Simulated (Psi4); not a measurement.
Psi4 input (wB97X-D/6-31G*):

```
memory 1500 MB

molecule {
0 2
C     0.05865618   -0.88037539    0.07896597
C    -1.20765746   -0.54490941    0.10147258
F    -1.80648215    0.60630057    0.02029001
Cl    1.33991758    0.29425739   -0.08387619
H     0.37374817   -1.90737191    0.16065381
symmetry c1
no_reorient
no_com
}

set {
  basis 6-31G*
  reference uks
  scf_type pk
  dft_radial_points 99
  dft_spherical_points 590
  e_convergence 1e-8
  d_convergence 1e-7
  maxiter 150
}

e = energy('wb97x-d')
print_out(f'\nFINAL {e:.10f} DIPOLE {variable("CURRENT DIPOLE")[0]:.6f} {variable("CURRENT DIPOLE")[1]:.6f} {variable("CURRENT DIPOLE")[2]:.6f}\n')
```

From the output:

```
              A
    DOCC [    19 ]
    SOCC [     1 ]
    NA   [    20 ]
    NB   [    19 ]

  @UKS Final Energy:  -636.65245088293580

   => Energetics <=

    Nuclear Repulsion Energy =            134.7011206310026523
    One-Electron Energy =               -1144.7269740325261864
    Two-Electron Energy =                 409.1373472881866178
    DFT Exchange-Correlation Energy =     -35.7633218122992673
    Empirical Dispersion Energy =          -0.0006229572994823
    VV10 Nonlocal Energy =                  0.0000000000000000
    Total Energy =                       -636.6524508829356819

  UHF NO Occupations:
  HONO-2 :   18  A 1.9991320
  HONO-1 :   19  A 1.9939460
  HONO-0 :   20  A 1.0000000
  LUNO+0 :   21  A 0.0060540
  LUNO+1 :   22  A 0.0008680
  LUNO+2 :   23  A 0.0002037
  LUNO+3 :   24  A 0.0001175

Computation Completed

Properties will be evaluated at   0.000000,   0.000000,   0.000000 [a0]

Properties computed using the SCF density matrix

 Multipole Moments:

 ------------------------------------------------------------------------------------
     Multipole            Electronic (a.u.)      Nuclear  (a.u.)        Total (a.u.)
 ------------------------------------------------------------------------------------

 L = 1.  Multiply by 2.5417464519 to convert [e a0] to [Debye]
 Dipole X            :         -0.1994946            0.0000000           -0.1994946
 Dipole Y            :         -0.4709812            0.0000001           -0.4709811
 Dipole Z            :          0.0520068           -0.0000001            0.0520067
 Magnitude           :                                                    0.5141264

 ------------------------------------------------------------------------------------

FINAL -636.6524508829 DIPOLE -0.199495 -0.470981 0.052007

*** Psi4 exiting successfully. Buy a developer a beer!
```

The geometry given is a B3LYP-D3(BJ)/def2-TZVP minimum.
